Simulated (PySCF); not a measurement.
# Excitation energy of B by level of theory

B [He] 2s2 2p1 (2P) → B [He] 2s1 2p2 (4P), as a difference of total energies. Calculation: PySCF 2.14, in aug-cc-pwCVTZ; the non-relativistic Hamiltonian (point nucleus). Correlated levels: valence: 1s2 frozen. The calculations carry no spin-orbit coupling.

```json
{"method": "UHF", "excitation energy (eV)": "2.197"}
{"method": "MP2 (valence)", "excitation energy (eV)": "3.120"}
{"method": "SCS-MP2 (valence)", "excitation energy (eV)": "3.502"}
{"method": "CCSD (valence)", "excitation energy (eV)": "3.538"}
{"method": "CCSD(T) (valence)", "excitation energy (eV)": "3.573"}
```

**Question.** How much does correlation contribute at CCSD(T) (valence)?

**Answer.** 3.573 − (2.197) = 1.376 eV, measured against UHF.
